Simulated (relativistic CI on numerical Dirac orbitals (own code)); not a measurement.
**Pt⁴⁸⁺: q coefficients and field-shift factors**

Computed by Dirac-Coulomb-Breit CI, KLI orbitals optimised for each configuration, derivatives by finite differences, unscaled Slater integrals, QED left out (own radial code, finite nucleus).

Configurations in the expansion (outside the closed core [Ar] 3d10): 4s2, 4s.4p, 4p2, 4s.4d, 4s.4f, 4d2, 4p.4d, 4f2. Levels of other configurations are missing.

With x = (α/α₀)² − 1 an excitation energy changes as ω = ω₀ + qx; K = 2q/ω₀ is the relative enhancement. Terms are leading LS components, so labels can repeat. The field-shift factor is F = δν/δ⟨r²⟩ for the transition from the lowest level.

Lowest level 4s2 1S_0.

| Level | ω₀ (cm⁻¹) | q (cm⁻¹) | K | F (GHz/fm²) |
| --- | --- | --- | --- | --- |
| 4s.4p 3P°_0 | 779548 | 154400 | 0.396 | -3140 |
| 4s.4p 3P°_1 | 845113 | 171500 | 0.406 | -3150 |
| 4p2 3P_0 | 1785379 | 336400 | 0.377 | -6320 |
| 4s.4p 3P°_2 | 1845004 | 1.48e+06 | 1.6 | -3390 |
| 4s.4p 1P°_1 | 2002106 | 1.477e+06 | 1.48 | -3400 |
| 4p2 3P_1 | 2793717 | 1.65e+06 | 1.18 | -6580 |
| 4p2 1D_2 | 2804696 | 1.646e+06 | 1.17 | -6420 |
| 4s.4d 3D_1 | 3247323 | 1.545e+06 | 0.952 | -3370 |
| 4s.4d 3D_2 | 3283872 | 1.57e+06 | 0.956 | -3450 |
| 4s.4d 3D_3 | 3471566 | 1.777e+06 | 1.02 | -3360 |
| 4s.4d 1D_2 | 3540412 | 1.852e+06 | 1.05 | -3680 |
| 4p2 3P_2 | 3907148 | 2.883e+06 | 1.48 | -6580 |
| 4p2 1S_0 | 3963813 | 2.967e+06 | 1.5 | -6800 |
| 4p.4d 3F°_2 | 4066285 | 1.708e+06 | 0.84 | -6550 |
| 4p.4d 3D°_1 | 4227094 | 1.723e+06 | 0.815 | -6560 |
| 4p.4d 3F°_3 | 4376662 | 1.957e+06 | 0.894 | -6490 |
| 4p.4d 3P°_2 | 4378447 | 1.948e+06 | 0.89 | -6550 |
| 4s.4f 3F°_3 | 4920464 | 1.866e+06 | 0.758 | -3590 |
| 4s.4f 3F°_2 | 4931722 | 1.783e+06 | 0.723 | -3380 |
| 4s.4f 3F°_4 | 4979827 | 1.863e+06 | 0.748 | -3410 |
| 4s.4f 1F°_3 | 5012522 | 1.909e+06 | 0.762 | -3580 |
| 4p.4d 3D°_2 | 5200604 | 3.028e+06 | 1.16 | -6760 |
| 4p.4d 3P°_0 | 5229825 | 3.037e+06 | 1.16 | -6800 |

At this charge energies of transitions that change n are usually good to better than 1 %, and those within a shell (Δn = 0) to a few per cent.
